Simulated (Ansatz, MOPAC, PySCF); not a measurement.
Noncovalent pair: H2S (SMILES S) (first 3 atoms) with GeH4 (SMILES [GeH4]); geometry from B3LYP-D3(BJ)/def2-TZVP, rigid monomers moved along the line of their centres of mass till S1···Ge4 is 4.44 Å.
(charge 0, multiplicity 1):
| atom | x (Å) | y (Å) | z (Å) |
|---|---|---|---|
| S | 0.1562 | -0.3755 | -0.3138 |
| H | 0.2778 | -1.6336 | 0.1384 |
| H | -1.1720 | -0.3716 | -0.1193 |
| Ge | -0.0294 | 0.2790 | 4.0716 |
| H | -0.1572 | 0.4294 | 5.5980 |
| H | -1.0364 | -0.7778 | 3.5921 |
| H | 1.3950 | -0.1723 | 3.7239 |
| H | -0.3344 | 1.6243 | 3.4009 |

Monomers are frozen at their geometry in the pair; levels with a basis set take the counterpoise correction. Rows marked so take none.

Correlated levels freeze the cores. Filled d and f shells under p-block atoms count as core. Rows in 6-31G*, STO-3G carry no dispersion term and start afresh at each structure (6-31G* with six Cartesian d functions); the Pople sets are all-electron and without relativity. The state that PM7 reach isn't checked; PM7 holds dispersion and hydrogen-bond terms.

Run with Ansatz (a program for electronic structure); MOPAC for PM7 (differences of heats of formation); PySCF for 6-31G* rows, STO-3G rows, the dispersion terms. Each number belongs to the level named beside it.

```csv
level,interaction energy (kcal/mol)
PM7,-0.66
HF/STO-3G (no counterpoise),-0.05
HF/def2-TZVPPD,-0.06
PBE-D3(BJ)/def2-TZVPPD,-1.05
BP86/6-31G* (no counterpoise),0.04
r2SCAN-D3(BJ)/def2-TZVPPD,-0.89
PBE0-D4/def2-TZVPPD,-0.98
SCS-MP2/def2-SVPD,?
SCS-MP2/def2-TZVPPD,-0.63
```

Problem. Complete the blanks.

Solution. 
- SCS-MP2/def2-SVPD, interaction energy (kcal/mol): -0.59
